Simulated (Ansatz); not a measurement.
Name a neutral molecule of C, N, Si and H with ideal-gas entropy at 298 K and 1 bar (rigid rotor, harmonic PBE0-D4/def2-TZVP) between 355 and 371 J/(mol·K) and size of the dipole moment (PBE/def2-TZVPP) between 3.00 and 3.30 D (Ansatz, PBE0-D4/def2-TZVP geometry).

`C[Si]1(N)C[SiH2]1` (362 J/(mol·K), 3.27 D); `C/C(N)=C\[SiH3]` (365 J/(mol·K), 3.19 D). Other molecules can fit too; these were computed, each in one conformer that needn't be the lowest.
